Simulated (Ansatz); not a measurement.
Pulling on the O4–H5 bond in H3OSb (SMILES [OH][SbH2]) (multiplicity 1 held, fragments rigid). Energies count from the point at 0.963 Å.
Geometry at that point (charge 0, multiplicity 1):
```xyz
5

Sb    -0.13992    -0.18850     0.17284
H     -1.57926    -0.00124    -0.74909
H      0.34633    -1.50101    -0.82597
O      0.87678     1.17036    -0.87103
H      1.35452     1.75302    -0.27170
```

Restricted levels (R-, RO-) in cc, def2 and unpolarised 6-31G sets keep to the state of the molecule at rest. Unrestricted levels (U-) break spin symmetry where that is lower. Curves can end on different states.

Cores are frozen in the correlated methods. Filled d and f shells under p-block atoms count as core.

The values were computed with Ansatz (Gaussian orbitals). Values without a source in brackets are computed. In def2 rows elements past Kr take small-core potentials, without spin–orbit coupling.

Question: One of these levels gives 4.771 eV for the energy at R = 3.081 Å. Which?
A) R-MP2/def2-TZVPP
B) U-PBE/def2-TZVPP
C) R-wB97X-V/def2-TZVPP
D) R-r2SCAN/def2-TZVPP

Answer: B, U-PBE/def2-TZVPP. The others give 6.509 (R-r2SCAN/def2-TZVPP), 7.852 (R-wB97X-V/def2-TZVPP), 6.012 (R-MP2/def2-TZVPP)

Doubts at one or more of the structures used: a spin-contaminated determinant (U-PBE/def2-TZVPP); a restricted determinant that unrestricted orbitals would lower (R-r2SCAN/def2-TZVPP, R-wB97X-V/def2-TZVPP, R-MP2/def2-TZVPP).

Ansatz is an electronic-structure program.
